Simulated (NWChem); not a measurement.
System: GaH₂O₂Cl; SMILES [OH][Ga]([OH])[Cl]

Here is an NWChem input.

```
start job
memory heap 200 mb stack 900 mb global 1100 mb
geometry units angstroms noautosym nocenter noautoz
  Ga     0.017929     0.341191     0.000000
  Cl    -0.017022    -1.806708     0.000000
  O     -1.537294     1.223112     0.000000
  H     -1.375464     2.186084     0.000000
  O      1.563438     1.253516     0.000000
  H      2.327056     0.645788     0.000000
end
basis spherical
  Ga library 6-31g*
  Cl library 6-31g*
  O library 6-31g*
  H library 6-31g*
end
dft
  xc pbe0
  iterations 150
end
property
  efieldgrad
end
task dft property
```

NWChem printed, in part:

```
             Northwest Computational Chemistry Package (NWChem) 7.3.0
             --------------------------------------------------------

                             Geometry "geometry" -> ""
                             -------------------------

 Output coordinates in angstroms (scale by  1.889725989 to convert to a.u.)

  No.       Tag          Charge          X              Y              Z
 ---- ---------------- ---------- -------------- -------------- --------------
    1 Ga                  31.0000     0.01792900     0.34119100     0.00000000
    2 Cl                  17.0000    -0.01702200    -1.80670800     0.00000000
    3 O                    8.0000    -1.53729400     1.22311200     0.00000000
    4 H                    1.0000    -1.37546400     2.18608400     0.00000000
    5 O                    8.0000     1.56343800     1.25351600     0.00000000
    6 H                    1.0000     2.32705600     0.64578800     0.00000000

 Effective nuclear repulsion energy (a.u.)     359.5797795031

                              NWChem Property Module
                              ----------------------

  itol2e modified to match energy
  convergence criterion.

                                 NWChem DFT Module
                                 -----------------

 Summary of "ao basis" -> "ao basis" (spherical)
 ------------------------------------------------------------------------------
       Tag                 Description            Shells   Functions and Types
 ---------------- ------------------------------  ------  ---------------------
 Ga                          6-31g*                 12       32   5s4p3d
 Cl                          6-31g*                  8       18   4s3p1d
 O                           6-31g*                  6       14   3s2p1d
 H                           6-31g*                  2        2   2s

  itol2e modified to match energy
  convergence criterion.

            General Information
            -------------------
          SCF calculation type: DFT
          Wavefunction type:  closed shell.
          No. of atoms     :     6
          No. of electrons :    66
           Alpha electrons :    33
            Beta electrons :    33
          Charge           :     0
          Spin multiplicity:     1
          Use of symmetry is: off; symmetry adaption is: off
          Maximum number of iterations: 150
          AO basis - number of functions:    82
                     number of shells:    36
          Convergence on energy requested:  1.00D-07
          Convergence on density requested:  1.00D-05
          Convergence on gradient requested:  5.00D-04

              XC Information
              --------------
                         PBE0 Method XC Functional
                     Hartree-Fock (Exact) Exchange  0.250
          PerdewBurkeErnzerhof Exchange Functional  0.750
            Perdew 1991 LDA Correlation Functional  1.000 local
           PerdewBurkeErnz. Correlation Functional  1.000 non-local

             Grid Information
             ----------------
          Grid used for XC integration:  fine
          Radial quadrature: Mura-Knowles
          Angular quadrature: Lebedev.
          Tag              B.-S. Rad. Rad. Pts. Rad. Cut. Ang. Pts.
          ---              ---------- --------- --------- ---------
          Ga                  1.30      140           8.0       974
          Cl                  1.00      123          11.0       770
          O                   0.60       70          10.0       590
          H                   0.35       60          11.0       590
          Grid pruning is: on
          Number of quadrature shells:   523
          Spatial weights used:  Erf1

      Superposition of Atomic Density Guess
      -------------------------------------

 Sum of atomic energies:       -2532.90115057

      Non-variational initial energy
      ------------------------------

 Total energy =   -2533.507080
 1-e energy   =   -4243.142990
 2-e energy   =    1350.056130
 HOMO         =      -0.453139
 LUMO         =      -0.066187

   convergence    iter        energy       DeltaE   RMS-Dens  Diis-err
 ---------------- ----- ----------------- --------- --------- ---------
 d= 0,ls=0.0,diis     1  -2535.8170229302 -2.90D+03  2.17D-02  1.02D+00
 d= 0,ls=0.0,diis     2  -2535.6778474320  1.39D-01  1.22D-02  2.53D+00
 d= 0,ls=0.0,diis     3  -2535.9343025737 -2.56D-01  1.96D-03  4.22D-02
 d= 0,ls=0.0,diis     4  -2535.9376838761 -3.38D-03  7.79D-04  4.62D-03
 d= 0,ls=0.0,diis     5  -2535.9381896702 -5.06D-04  1.38D-04  1.29D-04
  Resetting Diis
 d= 0,ls=0.0,diis     6  -2535.9382052465 -1.56D-05  3.62D-05  2.23D-05
 d= 0,ls=0.0,diis     7  -2535.9382071506 -1.90D-06  2.10D-05  1.38D-06
 d= 0,ls=0.0,diis     8  -2535.9382068315  3.19D-07  1.37D-05  4.67D-06
 d= 0,ls=0.0,diis     9  -2535.9382072962 -4.65D-07  1.08D-06  9.19D-09
 d= 0,ls=0.0,diis    10  -2535.9382072972 -1.04D-09  3.54D-07  7.68D-10

         Total DFT energy =    -2535.938207297231
      One electron energy =    -4244.166396631153
           Coulomb energy =     1469.394240937133
    Exchange-Corr. energy =     -120.745831106330
 Nuclear repulsion energy =      359.579779503119

 Numeric. integr. density =       66.000000615358

                       DFT Final Molecular Orbital Analysis
                       ------------------------------------

 Vector   31  Occ=2.000000D+00  E=-3.389756D-01
              MO Center=  2.3D-01, -6.1D-01,  1.4D-09, r^2= 4.0D+00
   Bfn.  Coefficient  Atom+Function         Bfn.  Coefficient  Atom+Function
  ----- ------------  ---------------      ----- ------------  ---------------
    41      0.566753  2 Cl pz                71     -0.327654  5 O  pz
    45      0.324696  2 Cl pz                75     -0.247274  5 O  pz
    37     -0.222218  2 Cl pz                55     -0.211864  3 O  pz
    59     -0.158468  3 O  pz                19      0.065772  1 Ga d -1
    29     -0.047539  1 Ga d -1              13     -0.044894  1 Ga pz

 Vector   32  Occ=2.000000D+00  E=-3.379583D-01
              MO Center=  1.4D-01, -1.1D+00, -2.0D-09, r^2= 3.2D+00
   Bfn.  Coefficient  Atom+Function         Bfn.  Coefficient  Atom+Function
  ----- ------------  ---------------      ----- ------------  ---------------
    39      0.644789  2 Cl px                43      0.342970  2 Cl px
    35     -0.251412  2 Cl px                70      0.221695  5 O  py
    74      0.157650  5 O  py                53      0.145728  3 O  px
    69      0.125376  5 O  px                57      0.090405  3 O  px
    18      0.081575  1 Ga d -2              11     -0.080771  1 Ga px

 Vector   33  Occ=2.000000D+00  E=-3.313141D-01
              MO Center= -3.0D-01,  1.2D+00, -7.7D-10, r^2= 2.9D+00
   Bfn.  Coefficient  Atom+Function         Bfn.  Coefficient  Atom+Function
  ----- ------------  ---------------      ----- ------------  ---------------
    55      0.492207  3 O  pz                71     -0.398063  5 O  pz
    59      0.377425  3 O  pz                75     -0.310405  5 O  pz
    21     -0.082639  1 Ga d  1              41     -0.058263  2 Cl pz
    31      0.053088  1 Ga d  1              26     -0.036175  1 Ga d  1
    45     -0.033598  2 Cl pz

 Vector   34  Occ=0.000000D+00  E=-5.430810D-02
              MO Center=  1.2D-01,  2.7D-01, -6.8D-08, r^2= 4.5D+00
   Bfn.  Coefficient  Atom+Function         Bfn.  Coefficient  Atom+Function
  ----- ------------  ---------------      ----- ------------  ---------------
    14      0.785356  1 Ga s                 10     -0.578373  1 Ga s
    72     -0.345090  5 O  s                 44     -0.334039  2 Cl py
    56     -0.328782  3 O  s                 40     -0.301791  2 Cl py
    42     -0.301413  2 Cl s                  6      0.223793  1 Ga s
    53     -0.206198  3 O  px                57     -0.185411  3 O  px

 Vector   35  Occ=0.000000D+00  E=-1.357092D-02
              MO Center=  2.6D-02,  3.1D-01,  5.9D-08, r^2= 3.9D+00
   Bfn.  Coefficient  Atom+Function         Bfn.  Coefficient  Atom+Function
  ----- ------------  ---------------      ----- ------------  ---------------
    13      0.724195  1 Ga pz                17      0.454347  1 Ga pz
     9     -0.210273  1 Ga pz                41     -0.210742  2 Cl pz
    75     -0.209374  5 O  pz                59     -0.208138  3 O  pz
    55     -0.207005  3 O  pz                71     -0.207722  5 O  pz
    45     -0.200872  2 Cl pz                37      0.078022  2 Cl pz

 Vector   36  Occ=0.000000D+00  E= 4.120409D-02
              MO Center=  2.8D-01,  6.0D-01, -2.0D-09, r^2= 7.9D+00
   Bfn.  Coefficient  Atom+Function         Bfn.  Coefficient  Atom+Function
  ----- ------------  ---------------      ----- ------------  ---------------
    15      0.821261  1 Ga px                16     -0.684653  1 Ga py
    56      0.499339  3 O  s                 42     -0.339016  2 Cl s
    66     -0.256679  4 H  s                 72     -0.249330  5 O  s
    14      0.205075  1 Ga s                 82      0.181651  6 H  s
    43     -0.173288  2 Cl px                70      0.165275  5 O  py

     Multipole analysis of the density
     ---------------------------------

     L   x y z        total         alpha         beta         nuclear
     -   - - -        -----         -----         ----         -------
     0   0 0 0     -0.000000    -33.000000    -33.000000     66.000000

     1   1 0 0      0.593386     -1.051786     -1.051786      2.696958
     1   0 1 0      0.444960     -2.147029     -2.147029      4.739019
     1   0 0 1      0.000000      0.000000      0.000000      0.000000

[...]

          -----------------------
          Electric field gradient
          -----------------------

 1 a.u. = 0.324123 10**(16) esu/cm**3  ( or statvolts/cm**2 ) = 0.97174 10**(22) v/m**2

 ------------------------------------------------------------
   Atom      X         Y         Z
 ------------------------------------------------------------
    1 Ga   0.03388   0.64476   0.00000
 ------------------------------------------------------------

 Electric field gradient in molecular frame (a.u.)
         XX             YY             ZZ             XY             XZ             YZ
 ------------------------------------------------------------------------------------------
        1.088814       0.528642      -1.617457      -0.131220       0.000000       0.000000

 Principal components (a.u.) and orientation
 of principal axis w.r.t. absolute frame                      Asymmetry parameter eta
 --------------------------------------------------------------------------------------
       -1.617457       1.118029       0.499428                       0.382453

       -0.000000       0.976101       0.217318
       -0.000000      -0.217318       0.976101
        1.000000       0.000000       0.000000

 ------------------------------------------------------------
   Atom      X         Y         Z
 ------------------------------------------------------------
    2 Cl  -0.03217  -3.41418   0.00000
 ------------------------------------------------------------

 Electric field gradient in molecular frame (a.u.)
         XX             YY             ZZ             XY             XZ             YZ
 ------------------------------------------------------------------------------------------
        1.201772      -2.084776       0.883005      -0.063756      -0.000000       0.000000

 Principal components (a.u.) and orientation
 of principal axis w.r.t. absolute frame                      Asymmetry parameter eta
 --------------------------------------------------------------------------------------
       -2.086012       1.203008       0.883005                       0.153404

        0.019388       0.999812       0.000000
        0.999812      -0.019388       0.000000
       -0.000000      -0.000000       1.000000

 ------------------------------------------------------------
   Atom      X         Y         Z
 ------------------------------------------------------------
    3 O   -2.90506   2.31135   0.00000
 ------------------------------------------------------------

 Electric field gradient in molecular frame (a.u.)
         XX             YY             ZZ             XY             XZ             YZ
 ------------------------------------------------------------------------------------------
        0.017416      -1.180544       1.163128       0.225492       0.000000      -0.000000

 Principal components (a.u.) and orientation
 of principal axis w.r.t. absolute frame                      Asymmetry parameter eta
 --------------------------------------------------------------------------------------
       -1.221582       1.163128       0.058455                       0.904297

       -0.179054       0.000000       0.983839
        0.983839      -0.000000       0.179054
        0.000000       1.000000      -0.000000

 ------------------------------------------------------------
   Atom      X         Y         Z
 ------------------------------------------------------------
    4 H   -2.59925   4.13110   0.00000
 ------------------------------------------------------------

 Electric field gradient in molecular frame (a.u.)
         XX             YY             ZZ             XY             XZ             YZ
 ------------------------------------------------------------------------------------------
        0.185240      -0.416988       0.231748      -0.100362       0.000000       0.000000

 Principal components (a.u.) and orientation
 of principal axis w.r.t. absolute frame                      Asymmetry parameter eta
 --------------------------------------------------------------------------------------
       -0.433273       0.231748       0.201525                       0.069755

        0.160169       0.000000       0.987090
        0.987090      -0.000000      -0.160169
       -0.000000       1.000000      -0.000000

 ------------------------------------------------------------
   Atom      X         Y         Z
 ------------------------------------------------------------
    5 O    2.95447   2.36880   0.00000
 ------------------------------------------------------------

 Electric field gradient in molecular frame (a.u.)
         XX             YY             ZZ             XY             XZ             YZ
 ------------------------------------------------------------------------------------------
       -1.077294      -0.079641       1.156935       0.399939       0.000000       0.000000

 Principal components (a.u.) and orientation
 of principal axis w.r.t. absolute frame                      Asymmetry parameter eta
 --------------------------------------------------------------------------------------
       -1.217826       1.156935       0.060891                       0.900001

        0.943451       0.000000       0.331513
       -0.331513       0.000000       0.943451
       -0.000000       1.000000      -0.000000

 ------------------------------------------------------------
   Atom      X         Y         Z
 ------------------------------------------------------------
    6 H    4.39750   1.22036   0.00000
 ------------------------------------------------------------

 Electric field gradient in molecular frame (a.u.)
         XX             YY             ZZ             XY             XZ             YZ
 ------------------------------------------------------------------------------------------
       -0.190765      -0.041451       0.232215       0.310038      -0.000000       0.000000

 Principal components (a.u.) and orientation
 of principal axis w.r.t. absolute frame                      Asymmetry parameter eta
 --------------------------------------------------------------------------------------
       -0.435007       0.232215       0.202792                       0.067639

        0.785528       0.000000       0.618826
       -0.618826       0.000000       0.785528
        0.000000       1.000000      -0.000000
```

Level: PBE0/6-31G* (spherical d). All runs use the structure optimised with PBE-D3(BJ)/def2-SVP. NWChem prints the field gradient with the sign opposite to the second derivative of the potential.
